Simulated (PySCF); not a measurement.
Species: C4H7F3O.
SMILES with atom numbers: `[CH3:1][C@H:2]([F:3])[O:4][CH2:5][CH:6]([F:7])[F:8]` (hydrogens: H9, H10, H11 on C1; H12 on C2; H13, H14 on C5; H15 on C6)

A PySCF run (density fitting, gas phase, GFN2-xTB geometry) gave HOMO -8.86 eV, LUMO 0.71 eV, dipole 2.61 D and E = -530.476 Eh.

Question: Which of these levels was it?
A. PBE0/def2-SVPD
B. PBE0/pcSseg-1
C. KT3/pcSseg-1

Answer: A. It is PBE0/def2-SVPD. All candidates on this geometry:

```csv
level and settings,kind,basis functions,SCF cycles,E (Eh),HOMO (eV),LUMO (eV),dipole (D)
"KT3/pcSseg-1, fitting basis def2-universal-jkfit",GGA,171,11,-538.3424,-7.20,0.47,2.32
PBE0/def2-SVPD,global hybrid,228,14,-530.4765,-8.86,0.71,2.61
PBE0/pcSseg-1,global hybrid,171,14,-530.7915,-8.72,1.44,2.50
```

The nearest other candidate, by the summed differences of HOMO and LUMO, is PBE0/pcSseg-1: its HOMO differs by +0.14 eV and its LUMO by +0.73 eV. Cycle counts include a coarse-grid stage where the run had one. KT3 was designed for NMR shieldings or shifts; total energies of different functionals aren't comparable.

The values belong to the conformer `[CH3:1][C@H:2]([F:3])[O:4][CH2:5][CH:6]([F:7])[F:8]`: C1–C2–O4–C5 -162°, C2–O4–C5–C6 -66°, O4–C5–C6–F7 94°.
